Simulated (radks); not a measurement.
Polarisability of the carbon ion C+, [He] 2s2 2p1, at imaginary frequency. All-electron calculation, scalar-relativistic Kohn-Sham, LDA (Slater exchange, Perdew-Wang correlation), spin-unpolarised, spherical densities, finite nucleus; Fermi nuclear charge, rms radius 2.4702 fm. Program: a radial shooting solver on a logarithmic mesh with Libxc functionals. Response by self-consistent Sternheimer equations with the Hartree and adiabatic LDA kernel, the relativistic mass of each level held fixed and spin-orbit coupling left out.

w (hartree)  alpha1(iw) (bohr^3)
0.00266                    6.029
0.0143                     6.024
0.0360                     5.996
0.0697                     5.907
0.118                      5.695
0.186                      5.276
0.280                      4.587
0.413                      3.657
0.605                      2.633
0.892                      1.700
1.35                      0.9746
2.12                      0.4856
3.59                      0.2016
6.94                     0.06454
17.5                     0.01290

Static values: alpha1 = 6.029 bohr^3 (0.8934 angstrom^3; uncoupled 10.01). C6 = 14.60, triple-dipole C9 = 63.66 atomic units. One-pole (London) frequency 4 C6 / (3 alpha1^2) = 0.535 hartree, against 0.629 for minus the highest occupied eigenvalue.
